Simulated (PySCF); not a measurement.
## UHF on S⁺ (sulfur, charge +1)

Configuration: [Ne] 3s2 3p3, high-spin 4S determinant. Calculation: PySCF 2.14, in cc-pV(T+d)Z (5s4p3d1f, 39 functions); no relativity, point nucleus.

```json
{
  "Total energy": "-397.170009 hartree",
  "One-electron energy": "-542.9255 hartree",
  "Hartree (Coulomb) energy": "170.5457 hartree",
  "Exchange energy": "-24.7902 hartree",
  "Kinetic energy": "397.14933 hartree",
  "⟨S²⟩": "3.7508",
  "⟨L²⟩": "0.000",
  "Sum of ⟨r⟩": "12.76 bohr",
  "Sum of ⟨r²⟩": "20.83 bohr²",
  "Density at the nucleus (Gaussians lack the cusp)": "2630 bohr⁻³",
  "Spin density at the nucleus": "0.253 bohr⁻³",
  "Langevin diamagnetic susceptibility": "-16.5 ×10⁻⁶ cm³/mol",
  "Time after the integrals": "0.09 s of wall time on 1 thread of Neoverse-V1 (shared host)"
}
```

| shell | electrons | mean orbital energy (hartree) | rms radius, mean of both spins (bohr) |
| --- | --- | --- | --- |
| 1s α | 1 | -92.44976 | 0.113 |
| 1s β | 1 | -92.41951 | 0.113 |
| 2s α | 1 | -9.44352 | 0.518 |
| 2s β | 1 | -9.41172 | 0.518 |
| 2p α | 3 | -7.13221 | 0.492 |
| 2p β | 3 | -7.07517 | 0.492 |
| 3s α | 1 | -1.41258 | 1.79 |
| 3s β | 1 | -1.06816 | 1.79 |
| 3p α | 3 | -0.86239 | 2.04 |
